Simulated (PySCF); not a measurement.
**NMR data sheet: C5H12O2Si2**

```yaml
Formula: C5H12O2Si2
SMILES: C/C([SiH3])=C(/C)[SiH2]OC=O
Point_group_of_the_computed_structure: C1
Degrees_of_unsaturation: 2
Carbon_signals: 5
Proton_signals: 5
```

Atoms are numbered as in `[CH3:1]/[C:2]([SiH3:3])=[C:4](/[CH3:5])[SiH2:6][O:7][CH:8]=[O:9]`. Hydrogens are named by the atom that carries them.

[PySCF 2.14: GFN2-xTB geometry; PBE0/pcSseg-1 with gauge-including orbitals; fast rotation and ring inversion assumed for equivalent nuclei; one computed conformer; isolated molecule; non-relativistic]

δ = σ(ref) − σ, references computed at the same level: ¹H (σ = 31.72 ppm), ¹³C (σ = 186.93 ppm), ²⁹Si (σ = 349.16 ppm) vs TMS; ¹⁷O (σ = 336.08 ppm) vs H2O.

| carbon | δC, type | δH (multiplicity) | HMBC from (2–3 bonds) | span of the C tensor (ppm) |
| --- | --- | --- | --- | --- |
| C1 | 30.7, CH3 | 1.96 (s) | H(Si3) | 35 |
| C2 | 150.8, C | – | H(Si6), H(Si3), H(C5), H(C1) | 231 |
| C4 | 152.1, C | – | H(Si6), H(Si3), H(C5), H(C1) | 220 |
| C5 | 27.3, CH3 | 2.07 (s) | H(Si6) | 31 |
| C8 | 166.4, CH | 8.30 (s) | H(Si6) | 163 |

Other nuclei:
```csv
atoms,nucleus,environment,δ (ppm),σ (ppm)
H(Si6),¹H,"hydrogen on a silicon bonded to C, O",5.45,26.26
H(Si3),¹H,hydrogen on a silicon bonded to C,4.15,27.57
Si6,²⁹Si,"silicon bonded to C, O, 2 H",-31.9,381.1
Si3,²⁹Si,"silicon bonded to C, 3 H",-81.9,431.1
O9,¹⁷O,carbonyl oxygen,460.3,-124.2
O7,¹⁷O,"oxygen bonded to C, Si",198.2,137.8
```

Carbon types of the structure: 2 × C, 1 × CH, 2 × CH3, leaving 5 H on heteroatoms. δC 166.4: carbonyl carbon. δC 152.1, 150.8: fully substituted alkene carbon; the olefinic region. δC 30.7, 27.3: allylic methyl carbon; aliphatic region, no heteroatom directly attached. δH 4.15: hydrogen on a silicon bonded to C. δH 2.07, 1.96: hydrogen on an allylic methyl carbon; allylic position.

Shifts are as computed. Against solution values, carbons near 30 ppm lie about +3 ppm off and those near 130 ppm about +5 ppm. Of 1309 compounds with measured shifts, 239 miss one by over three times the rms of a fit or turn the order of signals round; such compounds aren't used in these exercises. Unscaled 17O shifts of doubly bonded oxygen tend to come out too high, by tens of ppm or more. Experimental scales use liquid or dissolved standards, which lie at an offset from isolated H2O (liquid H2O: subtract about 36 ppm). Multiplicities follow the n + 1 count of equivalent neighbours, as no J values were calculated; m marks all less simple cases, F and P coupling included.
